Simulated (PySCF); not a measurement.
Species: vinyl acrylate, C₅H₆O₂.
Geometry (GFN2-xTB, Å), atoms numbered from 1 in this order:
```xyz
13
C5H6O2 angstrom
C     -2.9737   -0.2353    0.1955
C     -1.8103    0.3797    0.0918
O     -0.6316   -0.3216    0.1367
C      0.5310    0.3601    0.0292
O      0.6010    1.5548   -0.1070
C      1.6728   -0.5721    0.1017
C      2.9217   -0.1356    0.0195
H     -3.0348   -1.3022    0.3172
H     -3.8916    0.3195    0.1594
H     -1.6949    1.4495   -0.0323
H      1.4182   -1.6138    0.2249
H      3.1204    0.9167   -0.1030
H      3.7676   -0.7992    0.0700
```

Vertical excitations from PySCF (density fitting, frozen core in the response, grid level 2 and gas phase unless stated; continuum runs use non-equilibrium linear response for the excitations) on a GFN2-xTB geometry. Reference run:

| settings | S1, eV (f) | S2, eV (f) | S3, eV (f) | S4, eV (f) | S5, eV (f) | S6, eV (f) | T1, eV (Tamm–Dancoff) | mean α (au) |
| --- | --- | --- | --- | --- | --- | --- | --- | --- |
| PBE0/def2-SVPD, full TDDFT, 6 singlets | 4.85 (0.000) | 5.01 (0.236) | 6.25 (0.338) | 7.16 (0.000) | 7.26 (0.049) | 7.31 (0.291) | 3.76 | 72.8 |

Question: What do these settings give: PBE0/cc-pVDZ, IEF-PCM chloroform, fitting basis def2-qzvpp-jkfit, full TDDFT, 3 singlets?

Answer: 
```json
{"settings": "PBE0/cc-pVDZ, IEF-PCM chloroform, fitting basis def2-qzvpp-jkfit, full TDDFT, 3 singlets", "S1, eV (f)": "4.95 (0.000)", "S2, eV (f)": "5.06 (0.305)", "S3, eV (f)": "6.27 (0.384)", "S4, eV (f)": "–", "S5, eV (f)": "–", "S6, eV (f)": "–", "T1, eV (Tamm–Dancoff)": "3.80", "mean α (au)": "74.2"}
```

S1 moves by +0.10 eV; basis and environment change together, so the shift can't be laid on one. States are counted by energy in each run and needn't keep their character from row to row.

Question: Which orbital pairs make up S1 in each run, and how does it sit against the orbital gap?

Answer: 
| settings | S1 configurations (weight) | S1 (eV) | orbital gap (eV) | S1 − gap (eV) |
| --- | --- | --- | --- | --- |
| PBE0/def2-SVPD, full TDDFT, 6 singlets | H−1→L 0.97 | 4.85 | 5.71 | -0.86 |
| PBE0/cc-pVDZ, IEF-PCM chloroform, fitting basis def2-qzvpp-jkfit, full TDDFT, 3 singlets | H−1→L 0.98 | 4.95 | 5.82 | -0.87 |

The structure is a single GFN2-xTB conformer; no vibrational corrections.
